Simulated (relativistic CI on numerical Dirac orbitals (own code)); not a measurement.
# A ladder of approximations for the levels of F³⁺

Calculated with a relativistic CI code on KLI orbitals (one set per configuration, finite nucleus), adding one ingredient at a time: step 1, Dirac-Coulomb, each configuration alone; step 2, with Breit and QED terms; step 3, with configuration mixing; step 4, with scaled Slater integrals (0.85); step 5, with a P86 correlation estimate; step 6, tied to the ionisation limit. P86 is a density functional for the correlation energy, evaluated here for each configuration and added to its levels. Step 6 is semi-empirical: configurations made of the next ion and one excited electron move by -8111 cm⁻¹, so that their limit matches the tabulated ionisation energy, and those with a non-penetrating f or g electron also take the P86 value of the least penetrating other one.

Configuration list (outside the closed core 1s2): 2s²2p², 2s2p³, 2p⁴, 2s²2p3s, 2s²2p3p, 2s²2p3d, 2s2p²3p, 2s²2p4s, 2s2p²3s, 2s2p²3d, 2s²2p4d, 2p³3s, 2p³3p, 2s²2p4p, 2s²2p4f, 2p³3d.

Computed minus measured energy above the ground level, in cm⁻¹, for 20 of the 48 excited levels that pair in every step (one J of a term; a digit in brackets numbers repeated terms):

```tsv
Configuration	Term	J	Measured	Step 1	Step 2	Step 3	Step 4	Step 5	Step 6
2s²2p²	3P	1	225	25	3	-4	-1	-1	-1
2s²2p²	1D	2	25241	2405	2327	2795	-1257	-1262	-1260
2s2p³	3D°	3	147842	-3090	-3279	2303	2330	3541	3513
2s2p³	3P°	2	175237	-3492	-3615	2774	-1512	-303	-329
2p⁴	3P	2	348327	860	672	10473	7901	10271	10273
2s²2p3s	3P°	1	416640	1770	1695	-5904	-5756	-1288	-9101
2s²2p3s	1P°	1	423606	1612	1498	-4722	-5965	-1510	-9331
2s²2p3p	3D	2	452081	1542	1432	-5452	-4820	91	-7724
2s²2p3p	3P	0	460215	4488	4404	-5155	-5214	-278	-7863
2s²2p3d	3F°	2	492395	830	723	-4783	-4759	1	-7845
2s²2p3d	3D°	2	497576	492	361	-4165	-5035	-278	-8098
2s2p²3p	3D°	1	550918	-16433	-16582	-8473	-4161	1971	1961
2s2p²3p	3P°	1	556051	-15523	-15712	-6844	-3639	2486	1741
2s²2p4s	3P°	0	559747	-1868	-1933	5994	2075	8139	903
2s²2p4s	1P°	1	561267	-598	-738	7499	3105	9169	1124
2s2p²3s	3D	1	567900	-3662	-3846	1697	-3003	2813	832
2s2p²3d	3P	2	585201	-19637	-19837	-8314	-3855	2189	2049
2s2p²3d	3F	2	588021	-16071	-16233	-7392	-3255	2802	2780
2s²2p4d	3D°	1	589109	-1403	-1511	7710	3274	9050	982
2s²2p4d	3P°	2	590024	-1348	-1501	7678	3177	8954	884
```

Mean absolute errors in cm⁻¹, over all paired levels and for the configurations:

```csv
"Configuration, levels",Step 1,Step 2,Step 3,Step 4,Step 5,Step 6
"all, 48",5651,5685,5763,3988,3403,4238
"2s²2p², 4",4344,4288,778,1929,1915,1916
"2s2p³, 6",4053,4148,4092,2605,2603,2605
"2p⁴, 3",884,678,10464,7896,10266,10268
"2s²2p3s, 3",1744,1634,5513,5826,1362,9178
"2s²2p3p, 4",3036,2920,5305,5017,184,7793
"2s²2p3d, 7",546,406,4594,5145,384,8218
"2s2p²3p, 5",16054,16255,7843,3971,2158,1877
"2s²2p4s, 3",1417,1513,6518,2436,8500,974
"2s2p²3s, 2",3722,3911,1659,3050,2765,824
"2s2p²3d, 6",17813,18036,7854,3566,2481,2413
"2s²2p4d, 5",1370,1509,7691,3230,9006,938
```

Measured levels: Moore, Atomic Energy Levels, vol. I, NSRDS-NBS 35 (1971 reprint of NBS Circular 467, 1949). The analysis dates from before 1960.

The mean absolute error is lowest at step 5 (3403 cm⁻¹), and the largest single drop is from step 3 to 4 (5763 to 3988). Terms of the ground configuration are off by 4344 at first, 778 with mixing and 1929 after scaling, which overcorrects here, since the mixing already narrows the term splittings. The Breit and QED terms change the top of the ground term (measured 613) from 732 to 623. Mixing lowers the ground level by 8849, with 2p⁴ as its largest admixture; relative to it the configurations that move most are 2s2p²3d by +10182, 2p⁴ by +9786, 2s²2p4d by +9200. Configurations whose own partners of that kind are not in the list rise by much of that lowering, so a short list can trade one imbalance for another. The P86 estimate moves 2s2p²3p by +6129, 2s²2p4s by +6064, 2s2p²3d by +6047, and takes the mean absolute error of the excited configurations from 4175 to 3538. Step 6 takes that error from 3538 to 4450; the error more than halves for 2s²2p4s, 2s2p²3s, 2s²2p4d; it grows for 2s²2p3s, 2s²2p3p, 2s²2p3d. The shift fits the limit, so it does little for low levels whose errors differ from those near the limit.
